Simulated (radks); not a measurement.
Species: Zr4+. Configuration: [Ar] 3d9.75 4s2 4p6 5s0.25 (fractional occupations, a model configuration).

Calculated with a radial shooting solver on a logarithmic mesh with Libxc functionals: scalar-relativistic Kohn-Sham, exchange-only PBE, spin-polarised, spherical densities, point nucleus; open shells are filled with parallel spins first (spin-orbit coupling, left out, can overturn this in heavy ions).

Energy parts (eV):
total: -97747.414
kinetic: 100560.291
electron-nucleus: -233740.832
Hartree: 38440.207
exchange: -3007.079

Orbitals (lengths in bohr, moments of r in powers of bohr; <r^-3> diverges for s and p1/2):
orbital  occ.  eigenvalue (eV)  <r^-3>      <r^4>     <r^2>      <r>
1s up       1        -17875.71       -  8.871e-06  0.001853  0.03707
1s down     1        -17875.69       -  8.871e-06  0.001853  0.03707
2s up       1        -2520.232       -   0.001673   0.03117   0.1626
2s down     1        -2519.860       -   0.001673   0.03116   0.1626
2p up       3        -2252.886    2154   0.001201   0.02455   0.1417
2p down     3        -2252.606    2154   0.001201   0.02454   0.1417
3s up       1        -452.5569       -    0.08953    0.2399   0.4575
3s down     1        -452.0466       -    0.08962    0.2400   0.4575
3p up       3        -365.4764   348.8     0.1004    0.2473   0.4607
3p down     3        -364.9647   348.5     0.1005    0.2474   0.4608
3d up       5        -222.8199   45.57     0.1172    0.2440   0.4495
3d down  4.75        -222.2619   45.53     0.1176    0.2444   0.4498
4s up       1         -96.8025       -      3.687     1.572    1.179
4s down     1         -96.6656       -      3.682     1.572    1.179
4p up       3         -73.7576   50.36      5.767     1.935    1.304
4p down     3         -73.6173   50.37      5.741     1.932    1.303
5s up    0.25         -34.1494       -      94.69     8.221    2.715
5s down     0         -33.5897       -      89.86     8.018    2.682

The highest occupied level is 5s up at -34.149 eV. The density falls to 0.001 e/bohr^3 at r = 3.19 bohr. Summed over all electrons, <r^2> = 21.36 bohr^2, which gives a Langevin (diamagnetic) susceptibility term of -16.9 x 10^-6 cm^3/mol.
